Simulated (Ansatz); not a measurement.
Coupled-cluster diagnostics for (HBe-mu-F)2 (Be2H2F2), Ansatz.

Geometry of the singlet (PBE-D4/def2-TZVP):

```xyz
6

Be   -1.0641   -0.0841   -0.3023
H    -2.3479   -0.1863   -0.6670
F     0.3164   -0.1861   -1.0617
Be    1.0641    0.0847    0.3022
H     2.3479    0.1861    0.6670
F    -0.3164    0.1858    1.0618
```

Correlated methods freeze 2 core orbitals.

Task: Estimate the CCSD(T) correlation energy, the shares of MP2 and (T), T1 and the reference's ⟨S²⟩ for: charge 0, singlet, own geometry in def2-TZVPP; charge 0, singlet, own geometry in def2-TZVPD; charge 1, doublet, vertical in def2-TZVPP; charge -1, doublet, vertical in def2-TZVPD; and the rough time on 4 threads of Arm Neoverse V2 on a shared host.

Result: 
| state | basis | correlation (eV) | MP2 share (%) | (T) share (%) | T1 | ⟨S²⟩ (pure) | wall time | remarks |
| --- | --- | --- | --- | --- | --- | --- | --- | --- |
| charge 0, singlet, own geometry | def2-TZVPP | -19.104 | 94.7 | 2.2 | 0.010 | 0.00 (0.00) | 7 s | – |
| charge 0, singlet, own geometry | def2-TZVPD | -19.113 | 94.5 | 2.3 | 0.010 | 0.00 (0.00) | 10 s | – |
| charge 1, doublet, vertical | def2-TZVPP | -18.286 | 95.0 | 2.6 | 0.052 | 0.75 (0.75) | 30 s | large T1 |
| charge -1, doublet, vertical | def2-TZVPD | -19.384 | 94.2 | 2.4 | 0.018 | 0.75 (0.75) | 53 s | HOMO above zero |
Customary marks for T1 are 0.02 (closed shells), 0.045 (open shells) and about 0.05 (3d metals). T1 exceeds 0.02 in 1 of 4 rows and 0.045 in 1; the higher it lies, the less the single-reference result can be trusted.
